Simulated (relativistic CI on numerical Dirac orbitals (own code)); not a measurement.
# Forbidden transitions in Tm⁵⁰⁺

Calculated at this level of theory: Dirac-Coulomb-Breit CI, separate exchange-only KLI orbitals for each configuration, a model potential for QED, unscaled Slater integrals (own radial code, finite nucleus).

Configuration list (outside the closed core [Ne]): 3s²3p⁶3d, 3s²3p⁵3d², 3s3p⁶3d², 3s²3p⁶4s, 3s²3p⁶4p, 3s²3p⁶4d, 3s²3p⁵3d4s, 3s²3p⁶4f, 3s²3p⁵3d4p, 3s²3p⁵3d4d, 3s3p⁶3d4s, 3p⁶3d²4p, 3s²3p⁵3d4f, 3s3p⁶3d4p, 3s3p⁶3d4d, 3s²3p⁶5s, 3s3p⁶3d4f, 3s²3p⁶5p, 3s²3p⁶5d, 3s²3p⁶5f, 3s²3p⁶5g, 3p⁶3d³, 3p⁵3d⁴, 3p⁵3d³4s, 3p⁶3d²4s, 3p⁵3d²4s², 3p⁶3d²4d, 3p⁵3d³4d, 3p⁵3d²4s4d. Double excitations out of closed p, d and f shells are left out; levels of such configurations are missing from the list, as are those of other unlisted configurations, and high levels can miss mixing partners. These lack a partner that the ground configuration has and come out too high: 3s²3p⁵3d4p, 3s²3p⁵3d4f.

| λ vac (Å) | Lower | Upper | Type | A (s⁻¹) | E lower (Ry) | E upper (Ry) |
| --- | --- | --- | --- | --- | --- | --- |
| 5.9647 | 3s²3p⁵3d² ²G°7/2 [6] | 3s²3p⁵3d4d ⁴H°11/2 [348] | E2 | 3.63e+09 | 17.635 | 170.412 |
| 6.0121 | 3s²3p⁶3d ²D3/2 [1] | 3s²3p⁶4d ²D3/2 [262] | E2 | 2.48e+10 | 0.000 | 151.572 |
| 6.0248 | 3s²3p⁵3d² ⁴F°5/2 [5] | 3s²3p⁵3d4d ⁴P°1/2 [333] | E2 | 1.35e+10 | 17.433 | 168.685 |
| 6.0254 | 3s²3p⁵3d² ²G°7/2 [6] | 3s²3p⁵3d4d ⁴F°5/2 [334] | E2 | 9.00e+09 | 17.635 | 168.873 |
| 6.0400 | 3s²3p⁵3d² ²G°7/2 [6] | 3s²3p⁵3d4d ²H°9/2 [332] | E2 | 1.41e+10 | 17.635 | 168.507 |
| 6.0940 | 3s²3p⁵3d² ⁴G°9/2 [9] | 3s²3p⁵3d4d ²F°7/2 [349] | E2 | 4.25e+09 | 20.987 | 170.521 |
| 6.0985 | 3s²3p⁵3d² ⁴G°9/2 [9] | 3s²3p⁵3d4d ⁴H°11/2 [348] | E2 | 7.57e+09 | 20.987 | 170.412 |
| 6.1034 | 3s²3p⁵3d² ⁴G°9/2 [9] | 3s²3p⁵3d4d ²G°9/2 [346] | E2 | 6.98e+09 | 20.987 | 170.290 |
| 6.1092 | 3s²3p⁵3d² ²G°7/2 [14] | 3s²3p⁵3d4d ⁴G°9/2 [356] | E2 | 4.89e+09 | 21.824 | 170.989 |
| 6.1125 | 3s²3p⁶3d ²D5/2 [2] | 3s²3p⁶4d ²D5/2 [274] | E2 | 2.61e+10 | 4.085 | 153.168 |
| 6.1283 | 3s²3p⁵3d² ²H°11/2 [13] | 3s²3p⁵3d4d ⁴H°11/2 [348] | E2 | 9.67e+09 | 21.714 | 170.412 |
| 6.1333 | 3s²3p⁵3d² ²H°11/2 [13] | 3s²3p⁵3d4d ²G°9/2 [346] | E2 | 8.57e+09 | 21.714 | 170.290 |
| 6.1379 | 3s²3p⁵3d² ²G°7/2 [14] | 3s²3p⁵3d4d ²G°9/2 [346] | E2 | 3.85e+09 | 21.824 | 170.290 |
| 6.1536 | 3s²3p⁵3d² ²G°9/2 [18] | 3s²3p⁵3d4d ⁴G°9/2 [356] | E2 | 6.09e+09 | 22.902 | 170.989 |
| 6.1682 | 3s²3p⁵3d² ²F°7/2 [16] | 3s²3p⁵3d4d ²G°9/2 [346] | E2 | 5.27e+09 | 22.554 | 170.290 |
| 6.1731 | 3s²3p⁵3d² ²G°9/2 [18] | 3s²3p⁵3d4d ²F°7/2 [349] | E2 | 7.34e+09 | 22.902 | 170.521 |
| 6.9054 | 3s²3p⁵3d² ⁴D°3/2 [3] | 3s²3p⁵3d4s ²F°7/2 [244] | E2 | 1.44e+09 | 16.959 | 148.922 |
| 6.9141 | 3s²3p⁵3d² ⁴D°5/2 [8] | 3s²3p⁵3d4s ⁴F°9/2 [266] | E2 | 1.88e+09 | 20.665 | 152.463 |
| 6.9206 | 3s²3p⁶3d ²D3/2 [1] | 3s²3p⁶4s ²S1/2 [160] | E2 | 1.45e+10 | 0.000 | 131.674 |
| 6.9303 | 3s²3p⁵3d² ⁴F°5/2 [5] | 3s²3p⁵3d4s ²F°7/2 [244] | E2 | 3.43e+09 | 17.433 | 148.922 |
| 6.9310 | 3s²3p⁵3d² ⁴G°9/2 [9] | 3s²3p⁵3d4s ⁴F°9/2 [266] | E2 | 3.80e+09 | 20.987 | 152.463 |
| 6.9406 | 3s²3p⁵3d² ⁴F°7/2 [10] | 3s²3p⁵3d4s ⁴F°9/2 [266] | E2 | 3.72e+09 | 21.167 | 152.463 |
| 6.9410 | 3s²3p⁵3d² ²G°7/2 [6] | 3s²3p⁵3d4s ²F°7/2 [244] | E2 | 5.90e+09 | 17.635 | 148.922 |
| 6.9625 | 3s²3p⁵3d² ⁴P°5/2 [12] | 3s²3p⁵3d4s ⁴F°9/2 [266] | E2 | 1.61e+09 | 21.581 | 152.463 |
| 6.9696 | 3s²3p⁵3d² ²H°11/2 [13] | 3s²3p⁵3d4s ⁴F°9/2 [266] | E2 | 4.42e+09 | 21.714 | 152.463 |
| 7.0195 | 3s²3p⁵3d² ²P°3/2 [7] | 3s²3p⁵3d4s ²F°7/2 [244] | E2 | 2.05e+09 | 19.102 | 148.922 |
| 7.1229 | 3s²3p⁵3d² ⁴G°9/2 [9] | 3s²3p⁵3d4s ²F°7/2 [244] | E2 | 3.37e+09 | 20.987 | 148.922 |
| 7.1422 | 3s²3p⁶3d ²D5/2 [2] | 3s²3p⁶4s ²S1/2 [160] | E2 | 2.18e+10 | 4.085 | 131.674 |
| 7.1567 | 3s²3p⁵3d² ⁴G°11/2 [22] | 3s²3p⁵3d4s ⁴F°9/2 [266] | E2 | 7.41e+09 | 25.132 | 152.463 |
| 7.1636 | 3s²3p⁵3d² ²H°11/2 [13] | 3s²3p⁵3d4s ²F°7/2 [244] | E2 | 9.35e+09 | 21.714 | 148.922 |
| 7.1698 | 3s²3p⁵3d² ²G°7/2 [14] | 3s²3p⁵3d4s ²F°7/2 [244] | E2 | 2.48e+09 | 21.824 | 148.922 |
| 7.1987 | 3s²3p⁵3d² ²G°9/2 [25] | 3s²3p⁵3d4s ⁴F°9/2 [266] | E2 | 1.39e+09 | 25.875 | 152.463 |
| 7.2082 | 3s²3p⁵3d² ²F°7/2 [26] | 3s²3p⁵3d4s ⁴F°9/2 [266] | E2 | 1.27e+09 | 26.041 | 152.463 |
| 7.2311 | 3s²3p⁵3d² ²G°9/2 [18] | 3s²3p⁵3d4s ²F°7/2 [244] | E2 | 2.14e+09 | 22.902 | 148.922 |
| 16.217 | 3s3p⁶3d² ²F7/2 [61] | 3p⁶3d³ ²D5/2 [82] | E2 | 4.39e+08 | 59.306 | 115.498 |
| 16.287 | 3s3p⁶3d² ⁴F7/2 [51] | 3p⁶3d³ ⁴F9/2 [72] | E2 | 1.89e+08 | 53.685 | 109.637 |
| 16.385 | 3s3p⁶3d² ⁴F9/2 [59] | 3p⁶3d³ ²G9/2 [80] | E2 | 2.81e+08 | 58.076 | 113.691 |
| 16.392 | 3s3p⁶3d² ⁴F5/2 [49] | 3p⁶3d³ ²H9/2 [68] | E2 | 2.18e+08 | 50.412 | 106.003 |
| 16.408 | 3s3p⁶3d² ²G9/2 [54] | 3p⁶3d³ ²H11/2 [75] | E2 | 2.56e+08 | 54.768 | 110.308 |
| 16.490 | 3s3p⁶3d² ⁴F5/2 [52] | 3p⁶3d³ ⁴F7/2 [71] | E2 | 2.22e+08 | 54.083 | 109.347 |
| 16.614 | 3s3p⁶3d² ²G7/2 [56] | 3p⁶3d³ ²H11/2 [75] | E2 | 1.92e+08 | 55.459 | 110.308 |
| 16.699 | 3s3p⁶3d² ²F5/2 [55] | 3p⁶3d³ ⁴F9/2 [72] | E2 | 2.42e+08 | 55.068 | 109.637 |
| 16.756 | 3s3p⁶3d² ²F7/2 [61] | 3p⁶3d³ ²G9/2 [80] | E2 | 4.22e+08 | 59.306 | 113.691 |
| 17.697 | 3s3p⁶3d² ⁴F5/2 [49] | 3p⁶3d³ ⁴F3/2 [64] | E2 | 4.07e+08 | 50.412 | 101.904 |
| 49.915 | 3s²3p⁵3d² ²H°11/2 [13] | 3s²3p⁵3d² ²H°9/2 [39] | M1 | 8.06e+07 | 21.714 | 39.971 |

Terms are leading LS components. Brackets give the number of a level in order of energy, since labels repeat. The list gives strong lines, with weight on those to low levels, among the lowest 400 of 2758 levels, so that lines to higher ones, which can be the strongest, are missing. Levels whose partners in the same complex of configurations lie outside the list can be far off, and so can their lines. Rates are taken at the computed energies, electric ones in the length gauge.

At this charge energies of transitions that change n are usually good to better than 1 %, and those within a shell (Δn = 0) to a few per cent.

LS names give the leading component of a level, which can be under half, so a name can repeat, a term be missing and a line seem to break the LS rules.
